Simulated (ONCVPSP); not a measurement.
## What one change does to a pseudopotential (calcium, ONCV)

ONCVPSP 4.0.1 input, shortened (lines: element, Z, core and valence counts, functional; n l f; lmax; l rc ep ncon nbas qcut; lloc lpopt rc5 dvloc0; l nproj debl; icmod fcfact rcfact), LDA (Perdew-Zunger), scalar-relativistic:

```
  Ca 20.00    3    3        3      upf
    1    0    2.00
    2    0    2.00
    2    1    6.00
    3    0    2.00
    3    1    6.00
    4    0    2.00
    2
    0    1.50    0.00    4    7    9.00
    1    1.50    0.00    4    9    9.90
    2    1.30    0.15    4    7    8.00
    4    2    1.20    0.00
    0    2    0.60
    1    2    2.20
    2    2    0.60
    3    3.00    1.50
```

In the d channel the program set the typed energies aside and used 0.050, 0.650 Ha.

Change: all radii but the core radius scaled by about 0.76 (s 1.14, p 1.14, d 1.00 bohr); local potential polynomial inside 0.92 bohr (lpopt 2, dvloc0 0 Ha).

Cutoffs: the cutoffs (Ha) at which the residual kinetic energy of the hardest occupied pseudo-wave falls to 1 and 0.1 mHa per electron; they do not see the model core or the augmentation charge, which bear on the density cutoff. Errors are all-electron minus pseudo energies relative to the spin-unpolarised reference configuration.

Task: Predict the effect on cutoff, ghosts and configuration errors.

Result: The potential gets harder (25 Ha and 30 Ha → 30 Ha and 39 Ha); of the 4 tests that both files solve, the error grows in 1 and shrinks in 0 by more than 15 % and 0.3 meV (median size 0.2 → 0.3 meV); neither file shows a bound ghost. A smaller radius makes the pseudo-wave follow the all-electron one further in, where it bends more sharply, so more plane waves are needed.

| quantity | base | changed |
| --- | --- | --- |
| cutoff, loose | 25 Ha | 30 Ha |
| cutoff, tight | 30 Ha | 39 Ha |
| loose cutoff by channel | s 25 Ha, p 14 Ha | s 30 Ha, p 30 Ha |
| bound ghosts | none | none |
| GHOST(+) flags under 300 eV | none | none |
| error for 3s2 3p6 4s1, meV [ΔE 6.46 eV] | -0.2 | -0.2 |
| error for 3s2 3p6 4s0, meV [ΔE 18.41 eV] | -0.5 | -0.4 |
| error for 3s2 3p6 4s1.5, meV [ΔE 2.57 eV] | -0.1 | -0.1 |
| error for 3s2 3p6 3d0.5 4s1.5, meV [ΔE 1.02 eV] | +0.1 | -0.4 |
| rms error of d²Exc/dni dnj with the model core, mHa | 0.31 | 0.54 |

Changed file: The cutoffs count occupied waves only; projector 1 of the d channel, the hardest unoccupied one, needs 153 Ha at the loose tolerance.
